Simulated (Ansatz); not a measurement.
Species: C₃H₃F, SMILES `C#CCF` (charge 0, multiplicity 1), formula C$_{3}$H$_{3}$F.

Task: How many basis functions does frozen-core CCSD(T)/cc-pVQZ // PBE-D3(BJ)/def2-TZVP run with Ansatz (a first-principles code) use, how many core orbitals are frozen, and how many electrons are correlated?

Result: 310 basis functions and 4 frozen orbitals, which leaves 22 correlated electrons. Core time is of the order of minutes.
